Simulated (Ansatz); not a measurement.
The first iterations of a band of ClF3H3NZr (9 atoms, charge 0, multiplicity 1).

All numbers below come from RKS PBE0-D4/def2-SVP (Ansatz).

- movable images: 7
- climbing image: yes
- spring: 0.1 eV/Å²
- optimiser: quadratic models (default)
- start path: through a guess of the saddle point
- force threshold: 0.05 eV/Å
- iteration limit: 60
- end points: relaxed

Initial state:

```xyz
9
Properties=species:S:1:pos:R:3
Zr -0.023 0.000 -0.022
Cl 0.195 -0.010 2.414
N 1.887 0.001 -0.613
H 2.463 -0.825 -0.768
H 2.453 0.829 -0.788
F -0.615 1.658 -0.738
F -0.621 -1.657 -0.734
F -2.245 0.006 1.014
H -1.850 -0.001 1.877
```

Final state:

```xyz
9
Properties=species:S:1:pos:R:3
Zr -0.414 -0.126 -0.495
Cl 0.049 1.258 2.309
N 1.578 -0.277 -0.254
H 2.200 -0.832 -0.839
H 2.127 0.207 0.453
F -0.992 1.649 -0.894
F -0.728 -1.219 -2.015
F -1.418 -0.903 0.980
H -0.758 0.243 2.395
```

| iteration | highest image above the first end (eV) | largest band force component (eV/Å) |
| --- | --- | --- |
| 1 | 2.764 | 4.801 |
| 2 | 1.397 | 3.567 |
| 3 | 0.714 | 2.919 |
| 4 | 0.443 | 1.723 |
| 5 | 0.430 | 1.217 |
| 6 | 0.404 | 0.636 |
| 7 | 0.369 | 0.459 |
| 8 | 0.376 | 0.977 |
| 9 | 0.361 | 0.593 |
| 10 | 0.348 | 0.412 |

Problem. Does the band converge within its limit, and where does its top end?

Solution. The forces met the threshold. It ended after 32 iterations with the highest image 0.273 eV above the first end. The profile has 2 maxima (images 3, 6) with wells between them (image 5): this band takes more than one step, which may be the mechanism or a detour left from its start path. The order of the point at the top wasn't checked. The orbitals stay closed-shell, which can raise the energy where a bond breaks towards radicals; this wasn't checked here.

Time of the run: 8 min on 4 threads of Arm Neoverse V2 (shared host), peak memory 0.32 GiB.
